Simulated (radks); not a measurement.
All-electron calculation, scalar-relativistic Kohn-Sham, LDA (Slater exchange, VWN5 correlation), spin-polarised, spherical densities, finite nucleus; Fermi nuclear charge, rms radius of each element as measured or else 0.836 A^(1/3) + 0.57 fm. Program: a radial shooting solver on a logarithmic mesh with Libxc functionals. Response by self-consistent Sternheimer equations with the Hartree and adiabatic LDA kernel, the relativistic mass of each level held fixed and spin-orbit coupling left out. Rank Al3+, P5+, Si4+, Cl7+, Ar8+, Mg2+, Ne, S6+ (NIST ground configurations) by static dipole polarisability, largest first.

Answer. Ne 3.055, Mg2+ 0.5134, Al3+ 0.2831, Si4+ 0.1713, P5+ 0.1105, S6+ 0.07490, Cl7+ 0.05270, Ar8+ 0.03823 bohr^3.
